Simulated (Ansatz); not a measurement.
Coupled-cluster run, C₂H₆F₂Si (`C[SiH2]C(F)F`).

```yaml
crystal:
  periodic: [false, false, false]
  atoms:
    - {symbol: C, position_ang: [-1.462146, 0.590914, 0.253858]}
    - {symbol: Si, position_ang: [0.380352, 0.449462, 0.502069]}
    - {symbol: C, position_ang: [1.073042, -0.883584, -0.694618]}
    - {symbol: F, position_ang: [0.444105, -2.080543, -0.472981]}
    - {symbol: F, position_ang: [2.407336, -1.081302, -0.479399]}
    - {symbol: H, position_ang: [-1.888804, 1.327316, 0.938439]}
    - {symbol: H, position_ang: [-1.946457, -0.369848, 0.440865]}
    - {symbol: H, position_ang: [-1.699800, 0.902201, -0.765980]}
    - {symbol: H, position_ang: [1.078707, 1.721736, 0.179430]}
    - {symbol: H, position_ang: [0.729076, 0.019040, 1.879299]}
    - {symbol: H, position_ang: [0.949789, -0.652394, -1.760482]}
basis:
  gaussian: {orbitals: def2-TZVPP}
correlation: {method: ccsd_t}
```

```sh
$ ansatz run in.yaml --threads 4 --pin off --events-out ev --progress --plain --max-ram 10444MiB
```

Log, shortened:

```
Functional definition: HF
  name "HF"
  cite "Fock, Z. Phys. 61, 126 (1930) doi:10.1007/BF01340294"
  parent pbe
  exchange = exact_x
  correlation = 0
1494 factors; integrals over basis functions are off by at most 1.0e-3 eV
mean field evaluation 1: about -15429.8495 eV, gradient 3.8e1 eV
mean field evaluation 2: about -15430.0707 eV, gradient 3.8e1 eV
mean field evaluation 4: about -15433.3471 eV, gradient 4.0e0 eV
mean field evaluation 8: about -15433.4058 eV, gradient 2.3e-1 eV
mean field -15433.40607606 eV, -567.1672121568 hartree, gradient 8.7e-6 eV, S^2 0.000000; 0 other end points of the search recorded, 0 dependent functions left out
9 core orbitals not correlated: weight in the atoms' cores, before any rotation towards them, 1.000 or more for the frozen orbitals, at most 0.000 for the correlated occupied ones
reference -15433.40607606 eV, -567.1672121568 hartree; 16, 16 occupied and 225, 225 virtual orbitals, 1494 factors
second order -26.28731557 eV of doubles, -0.00000000 eV of singles
cycle   1  -26.67814013 eV  change   -3.9e-1 eV  update   1.1e-1
cycle   2  -27.27444603 eV  change   -6.0e-1 eV  update   3.1e-2
cycle   3  -27.41188974 eV  change   -1.4e-1 eV  update   1.6e-2
cycle   4  -27.39887732 eV  change    1.3e-2 eV  update   3.4e-3
cycle   5  -27.39735207 eV  change    1.5e-3 eV  update   1.6e-3
cycle   6  -27.39824547 eV  change   -8.9e-4 eV  update   4.5e-4
cycle   7  -27.39804400 eV  change    2.0e-4 eV  update   1.8e-4
cycle   8  -27.39795241 eV  change    9.2e-5 eV  update   5.2e-5
cycle   9  -27.39796992 eV  change   -1.8e-5 eV  update   1.9e-5
perturbative correction -0.90956840 eV, -0.0334260222 hartree
Total energy: -15461.71361439 eV, -568.2074950028 hartree
```

Hardware: 4 threads of an Intel Xeon on a shared host. Wall time 82 s, peak host memory 5.6 GiB.

Correlation energy per correlated electron: -0.885 eV. T1 diagnostic: 0.0117.
